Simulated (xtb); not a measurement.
CH6OSn, SMILES [O](C)[SnH3]. All values are semi-empirical tight-binding results from xtb (GFN2-xTB unless named), good for trends rather than for accurate numbers. Geometry: GFN2-xTB.

Optimised geometry:

Bond lengths (Å): Sn1–O2 1.962, Sn1–H4 1.675, Sn1–H5 1.646, Sn1–H6 1.675, O2–C3 1.399, C3–H7 1.093, C3–H8 1.093, C3–H9 1.090. Angles (°): O2–Sn1–H4 109.8, O2–Sn1–H5 97.7, O2–Sn1–H6 109.8, H4–Sn1–H5 114.7, H4–Sn1–H6 109.5, H5–Sn1–H6 114.7, Sn1–O2–C3 127.2, O2–C3–H7 112.2, O2–C3–H8 112.2, O2–C3–H9 106.6, H7–C3–H8 108.5, H7–C3–H9 108.6, H8–C3–H9 108.6.
Charge 0, spin multiplicity 1.

For metal compounds this method's bond lengths and energies can be far off.

### Question
Estimate the properties. (The exact figures need the calculation; the answer reports its results.)

### Answer

```json
{
  "point_group_as_xtb_finds_it": "Cs",
  "orbital_gap": "6.04 eV",
  "zero_point_energy": "36.4 kcal/mol",
  "G − E(el) at 298.15 K (modified RRHO)": "17.7 kcal/mol"
}
```

Computed atomic charges and the Wiberg bond orders between heavy atoms:
charges (e) Sn1 0.17, O2 -0.38, C3 0.06, H4 0.02, H5 0.04, H6 0.02, H7 0.01, H8 0.01, H9 0.04. Bond orders Sn1–O2 0.92, O2–C3 1.01.
